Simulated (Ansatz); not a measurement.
Species: C₃H₃F₄, net charge 0, doublet state. It need not be the lowest isomer of its formula. 
Structure (B3LYP-D3(BJ)/def2-TZVP (Ansatz, a first-principles code) minimum search):
```xyz
10

F      2.5970    -0.6610     0.9153
C      1.5671     0.0745     0.4582
C      0.4215    -0.7184    -0.0487
C     -0.8179     0.1245    -0.2545
F     -1.8181    -0.6127    -0.7743
F     -1.2680     0.6589     0.8948
F     -0.5889     1.1467    -1.1075
H      1.8590     1.0404     0.0686
H      0.6466    -1.1980    -1.0115
H      0.1727    -1.5132     0.6578
```
Charge 0, spin multiplicity 2.

Property: atomisation energy (electronic, to ground-state atoms), in kcal/mol. Valence correlation only, unless marked. Open shells are spin-unrestricted. No spin-orbit coupling. No relativistic terms. The coupled-cluster limit lacks core correlation, which all-electron functionals hold. CBS marks a two-point X^-3 extrapolation of the correlation energy; Hartree-Fock from the larger set.

```csv
level,program,atomisation energy (kcal/mol)
HF/STO-3G,Ansatz,715.1
SVWN5/def2-TZVPD,Ansatz,1145.5
revPBE-D3(BJ)/def2-TZVPD,Ansatz + dftd3,954.9
r2SCAN0/def2-TZVPD,Ansatz,936.6
HSE06-D4/def2-TZVPD,Ansatz + dftd4,964.2
B2GP-PLYP-D3(BJ)/def2-TZVPD,Ansatz + dftd3,941.4
RPA@PBE/cc-pVQZ,Ansatz,874.4
```

Estimate the value at CCSD(T)/CBS(cc-pVTZ,cc-pVQZ) as computed with Ansatz.

951.1 kcal/mol, so RPA@PBE/cc-pVQZ differs from it by -76.7 kcal/mol.
